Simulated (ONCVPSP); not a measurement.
# iridium, ONCV: configuration errors across variants

* Element: Ir
* Generator: ONCVPSP 4.0.1
* Type: optimised norm-conserving Vanderbilt (ONCV)
* Functional: PBE
* Relativity: fully relativistic
* Frozen core: [Xe] 4f14
* Valence charge: 9
* Reference configuration: 5d7 6s0.5 (charge +1.5)
* Partial waves: 6s: rc 2.45 bohr, ncon 4, nbas 8, qcut 2.4 1/bohr, 3 projectors, debl 2.8 Ha; p scattering state at 0.14 Ha: rc 2.20 bohr, ncon 4, nbas 8, qcut 4 1/bohr, 2 projectors, debl 4 Ha; 5d: rc 2.25 bohr, ncon 4, nbas 8, qcut 6.9 1/bohr, 3 projectors, debl 2.2 Ha
* Local potential: polynomial inside 1.50 bohr (lpopt 3, dvloc0 -1 Ha)
* Core correction: Teter function, fcfact 5.5, rcfact 1.55

Open shells are filled in proportion to 2j + 1.

In the p channel the program set the typed energies aside and used 0.050, 4.050 Ha (j = l + 1/2; the other j can differ).

All-electron excitation energies from the reference (eV): (1) 5d7 6s2 -17.637; (2) 5d7 6s1 -7.748; (3) 5d7 6s0 9.726; (4) 5d8 6s1 -17.982.

2 further variants failed, have other tests or another functional or relativity, and are left out.

Errors AE − PS in meV (a dash: test not solved or not reliable):

| change | (1) | (2) | (3) | (4) | bound ghosts | GHOST(+) flags above zero |
| --- | --- | --- | --- | --- | --- | --- |
| base | -138 | -21 | -27 | -109 | none | s, p3/2, d5/2, p1/2 |
| s: qcut 2.1; p: qcut 3.6; d: qcut 6.2 | -130 | -21 | -27 | -107 | none | s, p3/2, p1/2 |
| local potential polynomial inside 1.50 bohr (lpopt 5, dvloc0 -1 Ha) | -138 | -21 | -27 | -109 | none | s, p3/2, p1/2, d3/2 |
| s: debl 0.75 | -138 | -21 | -27 | -109 | none | s, p3/2, d5/2, p1/2 |
| s: rc 3.08 | -152 | -25 | -33 | -124 | none | s, p3/2, d5/2, p1/2 |
| core correction none | +32 | +5.6 | +8.4 | +12 | none | s, p3/2, d5/2, p1/2 |
| p: ncon 3, nbas 7 | -138 | -21 | -27 | -109 | none | s, p3/2, d5/2, p1/2 |

(1) Give the same row for: core correction Teter function, fcfact 5.5, rcfact 1.94.

Results:

(1) -411, -54, –, -297; bound ghosts: none; GHOST(+) flags above zero: s, p3/2, d5/2, p1/2.
